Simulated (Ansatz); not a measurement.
System: C$_{2}$H$_{8}$BN$_{2}$, net charge -1, singlet state. It need not be the lowest isomer of its formula. Whether it binds its extra electron was not tested at this geometry. 
Geometry from a B3LYP-D3(BJ)/def2-TZVP (Ansatz, a first-principles code) optimisation:
SMILES: C[CH-]B(N)N
```xyz
13

C      2.0461    -0.5708    -0.2446
C      0.9685     0.3223     0.3152
B     -0.4739     0.1627     0.1105
N     -1.0892    -0.8575    -0.7980
N     -1.5131     0.9654     0.8455
H      1.6094    -1.4069    -0.8076
H      2.7516    -0.0768    -0.9445
H      2.6945    -1.0450     0.5192
H      1.3379     1.1158     0.9719
H     -2.0484    -0.6864    -1.0680
H     -0.5455    -1.0747    -1.6203
H     -2.2075     1.3938     0.2409
H     -1.0945     1.7021     1.3995
```
Charge -1, spin multiplicity 1.

Total electronic energies in hartree. Cores are frozen in the correlated levels unless marked. No spin-orbit coupling. Non-relativistic. CBS marks a two-point X^-3 extrapolation of the correlation energy; Hartree-Fock from the larger set.

```tsv
level	program	energy (Eh)
r2SCAN-D3(BJ)/def2-TZVPD	Ansatz + dftd3	-215.38895
PBE0-D3(BJ)/def2-TZVPD	Ansatz + dftd3	-215.26112
wB97M-V/def2-TZVPD	Ansatz	-215.41432
B2GP-PLYP-D4/def2-TZVPD	Ansatz + dftd4	-215.28246
B2GP-PLYP/def2-TZVPD	Ansatz	-215.27850
PBE-QIDH/def2-TZVPD	Ansatz	?
MP2/cc-pwCVTZ	Ansatz	-214.98484
MP2/cc-pVQZ	Ansatz	-215.05048
MP2/CBS(aug-cc-pVTZ,aug-cc-pVQZ)	Ansatz	-215.1000
RI-MP2/cc-pVTZ	Ansatz	-214.97052
RI-MP2/CBS(aug-cc-pVTZ,aug-cc-pVQZ)	Ansatz	-215.0997
SCS-MP2/aug-cc-pVTZ	Ansatz	-214.99649
CCSD/6-31G	Ansatz	-214.38963
CCSD(T) with core electrons/cc-pwCVTZ	Ansatz	-215.30563
CCSD(T)/CBS(aug-cc-pVTZ,aug-cc-pVQZ)	Ansatz	-215.1628
```

Question: What belongs in the gaps?

Answer: 
- PBE-QIDH/def2-TZVPD, energy (Eh): -215.21735
